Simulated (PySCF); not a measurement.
Identify the unknown among the candidates.

All candidates are C8H10S.

- Rotational structure: rotational constants A, B, C: 2.917, 0.868, 0.794 GHz [GFN2-xTB]
- 1H NMR: chemical shifts (computed TMS as zero) by class: 7.61 (2 H), 7.54 (2 H), 7.52 (1 H), 3.57 (2 H), 1.69 (3 H) ppm [GIAO PBE0/pcSseg-1]
- 13C NMR: chemical shifts (computed TMS as zero) by class: 144.6 (1 C), 135.5 (2 C), 133.7 (2 C), 132.2 (1 C), 44.9 (1 C), 18.3 (1 C) ppm [GIAO PBE0/pcSseg-1]
- NMR, other nuclei: isotropic shieldings of nuclei other than C and H, by class: 484 (1 S) ppm [GIAO PBE0/pcSseg-1]
- Dipole: 1.50 D [PBE0/pcSseg-1]

The electronic properties come from PySCF, for the isolated species, density fitting. Levels stand in brackets. The structure is a single GFN2-xTB conformer in the gas phase; no vibrational or solvent corrections. NMR values are class means; diastereotopic atoms form classes of their own.

Question: Which candidate is it?
A. `CSc1cccc(C)c1`
B. `Cc1cccc(S)c1C`
C. `CSCc1ccccc1`

Answer: C. It is `CSCc1ccccc1`. Numbering: `[CH3:1][S:2][CH2:3][c:4]1[cH:5][cH:6][cH:7][cH:8][cH:9]1`. Its formula, C8H10S, gives 4 degrees of unsaturation: 1 ring and 3 π bonds in the structure found (Kekulé form). 8 carbons fall into 6 classes; from least to most shielded: substituted aromatic carbon [C4] (144.6 ppm), aromatic CH carbon [C5/C9] (135.5 ppm, 2 C), aromatic CH carbon [C6/C8] (133.7 ppm, 2 C, up to 2.6 ppm apart in this geometry), aromatic CH carbon [C7] (132.2 ppm), chain sp3 carbon bound to sulfur [C3] (44.9 ppm), S-methyl carbon [C1] (18.3 ppm). Hydrogen classes from least to most shielded: 2 H on the meta carbons, C6/C8 (7.61 ppm), 2 H on the ortho carbons, C5/C9 (7.54 ppm, a mean of values up to 0.6 ppm apart in this geometry), 1 H on the para carbon, C7 (7.52 ppm), 2 H on an sp3 carbon bound to sulfur, C3 (3.57 ppm, a mean of values up to 0.5 ppm apart in this geometry), 3 H on an S-methyl carbon, C1 (1.69 ppm). The other shieldings belong to: 484 ppm, sulfide sulfur [S2]. The optimised geometry has point group C1 and is an asymmetric top.

The others, at the same levels:
- `CSc1cccc(C)c1` fails: it has 8 carbon classes against 6; its computed 13C shifts are 148.4 (1 C), 143.5 (1 C), 134.7 (1 C), 130.6 (1 C), 129.0 (1 C), 121.8 (1 C), 24.0 (1 C), 18.3 (1 C) ppm, 1H shifts are 7.50 (1 H), 7.26 (1 H), 7.13 (1 H), 6.76 (1 H), 2.45 (3 H), 2.38 (3 H) ppm and rotational constant A is 3.092 GHz (against 2.917 GHz).
- `Cc1cccc(S)c1C` fails: it has 8 carbon classes against 6; its computed 13C shifts are 142.2 (1 C), 139.8 (1 C), 139.0 (1 C), 133.8 (1 C), 133.1 (1 C), 131.4 (1 C), 24.5 (1 C), 20.1 (1 C) ppm, 1H shifts are 7.58 (1 H), 7.32 (1 H), 7.26 (1 H), 3.19 (1 H), 2.43 (3 H), 2.34 (3 H) ppm and rotational constant A is 2.212 GHz (against 2.917 GHz).

Each candidate is one conformer, not necessarily the lowest. The conformers computed, where there is a choice (atom-mapped SMILES and torsion angles):
- `[CH3:1][S:2][CH2:3][c:4]1[cH:5][cH:6][cH:7][cH:8][cH:9]1`: C1–S2–C3–C4 63°, S2–C3–C4–C5 -107°
- `[CH3:1][S:2][c:3]1[cH:4][cH:5][cH:6][c:7]([CH3:8])[cH:9]1`: C1–S2–C3–C4 -2°
- `[CH3:1][c:2]1[cH:3][cH:4][cH:5][c:6]([SH:7])[c:8]1[CH3:9]`: H–S7–C6–C5 -145°
